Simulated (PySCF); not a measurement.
BrHO2SW, SMILES [O]=[W]([OH])(=[S])[Br], multiplicity 1.

The structure is a stationary point at PBE-D3(BJ)/def2-SVP. The multiplicity is an assumed one; no other spin state was optimised. The structure was generated by enumeration; whether it is a known compound was not checked. The def2 effective core potentials stand for the cores of W; spin–orbit coupling is left out. Other conformers were not sampled.

Method: TDA-PBE0/def2-SVPD run with PySCF.

Vertical excitations. Gas-phase values at a fixed geometry.

Give excitation energies, oscillator strengths and character. (An estimate is asked for; the answer gives what the named calculation found.)


```csv
state,energy (eV),λ (nm),f,main pairs
S1,3.28,378,0.001,"HOMO→LUMO 50 %, HOMO→LUMO+1 39 %, HOMO−1→LUMO 9 %"
S2,3.53,351,0.003,"HOMO→LUMO+1 56 %, HOMO→LUMO 32 %"
S3,3.79,327,0.014,"HOMO−1→LUMO 70 %, HOMO−1→LUMO+1 21 %"
S4,4.31,288,0.015,"HOMO→LUMO+2 56 %, HOMO−1→LUMO+1 27 %"
S5,4.56,272,0.020,"HOMO→LUMO+2 36 %, HOMO−1→LUMO+1 20 %, HOMO−1→LUMO+2 11 %, HOMO−3→LUMO 7 %"
S6,4.78,260,0.000,"HOMO−1→LUMO+2 66 %, HOMO−3→LUMO 25 %"
S7,4.79,259,0.003,HOMO−2→LUMO 88 %
S8,4.93,251,0.003,"HOMO−3→LUMO 24 %, HOMO−2→LUMO+1 21 %, HOMO−3→LUMO+1 18 %, HOMO→LUMO+3 16 %"
S9,5.02,247,0.001,"HOMO−3→LUMO+1 62 %, HOMO→LUMO+3 25 %"
S10,5.17,240,0.007,"HOMO−2→LUMO+1 38 %, HOMO→LUMO+3 33 %, HOMO−4→LUMO 18 %"
T1,2.83,438,0,HOMO→LUMO 76 %
T2,3.03,410,0,"HOMO−1→LUMO+1 43 %, HOMO→LUMO+1 37 %, HOMO−1→LUMO 14 %"
T3,3.13,397,0,"HOMO→LUMO+1 45 %, HOMO−1→LUMO 27 %, HOMO→LUMO 19 %"
T4,3.47,357,0,"HOMO−1→LUMO 47 %, HOMO−1→LUMO+1 41 %, HOMO→LUMO+1 8 %"
```
Triplets are in the Tamm–Dancoff approximation.
